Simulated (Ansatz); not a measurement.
`CC(C)Cl` + `[AlH2][SeH]` → `C[Se][AlH2]` + `CCCl`  (substitution at a C–C bond)

Calculated with Ansatz (gas phase, PBE0-D4/def2-TZVP geometries, no zero-point term in ΔE). CBS: MP2 limit from def2 TZ/QZ plus the TZ coupled-cluster correction, frozen cores. DFT in def2-TZVPP. B3LYP here is the variant with VWN-RPA as its local correlation; programs differ in this. For Se outer-core shells are correlated without core-valence functions, which leaves a few kJ/mol of doubt a bond. Scalar relativity is left out up to krypton.

`CC(C)Cl`:

Cartesian coordinates in Å:
```
C 0.290 0.655 -1.074
C -0.190 -0.487 -0.210
C 0.030 -0.252 1.266
Cl -1.946 -0.765 -0.512
H 0.108 0.456 -2.131
H -0.220 1.582 -0.804
H 1.365 0.798 -0.929
H 0.286 -1.420 -0.518
H 1.099 -0.128 1.462
H -0.486 0.653 1.592
H -0.335 -1.091 1.859
```

`[AlH2][SeH]`:

Z-matrix (Å, degrees):
```
Al
Se 1 2.314
H 1 1.579 2 116.3
H 1 1.580 2 119.2 3 180.0
H 2 1.469 1 92.2 3 179.9
```

`C[Se][AlH2]`:

Z-matrix (Å, degrees):
```
C
Se 1 1.964
H 1 1.088 2 108.2
H 1 1.088 2 108.2 3 119.2
H 1 1.088 2 110.5 3 -120.4
Al 2 2.299 1 99.2 3 120.0
H 6 1.585 2 117.3 1 0.1
H 6 1.581 2 118.0 1 -179.9
```

`CCCl`:

Cartesian coordinates in Å:
```
C 0.358 0.648 0.297
C -0.354 -0.488 -0.391
Cl -0.332 -1.972 0.607
H 0.327 1.538 -0.338
H 1.403 0.397 0.486
H -0.116 0.887 1.250
H 0.117 -0.750 -1.337
H -1.403 -0.259 -0.574
```

(1) Is it downhill or uphill in electronic energy at CCSD(T)/CBS, and by how much? (An estimate is asked.)

(2) What do these levels give: r2SCAN-D4, B3LYP-D4, PBE, r2SCAN0, MP2/def2-TZVPP, CCSD/def2-TZVPP? (An estimate is asked.)

Largest T1 diagnostic among the species: 0.010.

Results:

(1) Computed: Uphill: ΔE = +0.25 eV.

(2) The calculation gave: r2SCAN-D4 0.25, B3LYP-D4 0.20, PBE 0.19, r2SCAN0 0.25, MP2/def2-TZVPP 0.24, CCSD/def2-TZVPP 0.25 eV.

From PBE to PBE0 (25 % exact exchange), in def2-TZVPP and without D4, ΔE moves by +0.03 eV. Leaving LDA and LC-ωPBE aside and taking each functional with its dispersion term where it has one, the values, not all of them listed here, spread over 0.09 eV, from BLYP-D4 to B97M-V. LDA lies +0.13 eV from PBE without D4.
